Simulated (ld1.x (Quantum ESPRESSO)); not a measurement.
## Reading a pseudo-wave (silver)

Columns: radius, all-electron u(r) and pseudo u(r) of the 4d shell (level -9.45 eV) of silver in the configuration [Kr] 4d10 5s0 5p1; PBEsol, scalar-relativistic, PAW scheme, ld1.x (Quantum ESPRESSO) 7.5.

```tsv
r (bohr)	all-electron	pseudo
0.205	0.4482	-0.0197
0.410	0.0639	-0.1373
0.615	-0.5063	-0.3672
0.820	-0.8159	-0.6269
1.025	-0.8986	-0.8038
1.230	-0.8607	-0.8419
1.435	-0.7742	-0.7747
1.640	-0.6748	-0.6748
1.845	-0.5786	-0.5786
2.050	-0.4917	-0.4917
2.255	-0.4156	-0.4156
2.460	-0.3503	-0.3503
2.665	-0.2948	-0.2948
2.870	-0.2479	-0.2479
3.075	-0.2084	-0.2084
3.280	-0.1752	-0.1752
3.485	-0.1474	-0.1474
3.690	-0.1241	-0.1241
3.895	-0.1045	-0.1045
4.100	-0.0881	-0.0881
4.305	-0.0743	-0.0743
4.510	-0.0627	-0.0627
4.715	-0.0529	-0.0529
4.920	-0.0447	-0.0447
5.125	-0.0377	-0.0377
5.330	-0.0319	-0.0319
```

(1) How many radial nodes do the two functions have?

(2) At about which radius was the pseudo-wave matched?

(3) Where does each function peak?

(4) Is the pseudo-wave norm-conserving?

## Answers

(1) The all-electron 4d function has n − l − 1 = 1; the pseudo-wave has 0, since the states of the same l below it are removed with the core.

(2) 1.65 bohr, where the columns begin to agree (steps of 0.20 bohr).

(3) Outermost all-electron maximum near 1.02 bohr, pseudo maximum near 1.23 bohr (to the table’s step).

(4) No, it belongs to a PAW set: the norm inside the radius is not constrained, and the difference is carried by the augmentation charge.
